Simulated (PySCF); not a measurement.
## Mn³⁺ (manganese, charge +3) across methods

[Ar] 3d4, high-spin 5D determinant. Computed with PySCF 2.14 in aug-cc-pVDZ, with the non-relativistic Hamiltonian (point nucleus). The B2PLYP total includes its PT2 part (frozen core); its orbital energies are those of the SCF part.

```tsv
method	E (hartree)	mean ε 3p α (eV)	mean ε 3p β (eV)	mean ε 3d α (eV)	Σ⟨r²⟩ (bohr²)	⟨S²⟩
wB97M-V	-1148.842	-98.760	-92.990	-48.486	13.22	6.001
PBE	-1148.623	-91.942	-87.343	-43.399	13.25	6.000
revPBE	-1148.773	-91.914	-87.292	-43.334	13.24	6.000
r2SCAN	-1148.870	-93.907	-88.074	-43.859	13.18	6.001
UHF	-1147.90354	-109.42	-97.817	-53.588	13.12	6.002
PBE0	-1148.685	-96.580	-90.373	-46.168	13.20	6.001
B2PLYP	-1148.648	-101.30	-93.229	-48.928	13.17	6.001
CAM-B3LYP	-1148.945	-97.647	-91.845	-47.638	13.22	6.001
LDA	-1146.468	-91.806	-87.392	-43.501	13.25	6.000
```
